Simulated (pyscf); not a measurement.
PySCF, gas phase, ωB97X-D3(BJ)/def2-SVP geometries.

SMILES: C=C(Cl)C(F)F
```xyz
9

C     -0.3007    -1.5706     0.2702
C     -1.2912    -0.6871     0.2069
Cl    -2.8520    -0.9717     0.9000
C     -1.1865     0.6659    -0.4592
F     -2.0556     0.7418    -1.4943
F      0.0639     0.8483    -0.9446
H      0.6632    -1.3282    -0.1819
H     -0.4333    -2.5338     0.7673
H     -1.4175     1.4840     0.2460
```

### Question
How much does it cost (ΔH, 298 K, ωB97M-D3(BJ)/def2-TZVP) to split H₂C=C(Cl)–CH(F)–F (SMILES C=C(Cl)C(F)F) at its C–C bond into H₂C=C•–Cl + F–CH•–F?

### Answer
C–C to H₂C=C•–Cl + F–CH•–F: 100.3 kcal/mol. The 7 functionals that were run give +90.9 (r²SCAN) to +100.3 kcal/mol (ωB97M-D3(BJ)). The radicals are drawn with the spin at the cut bond; how far it spreads was not checked. Other isomers of H₂C=C•–Cl were not searched in full and may lie lower.
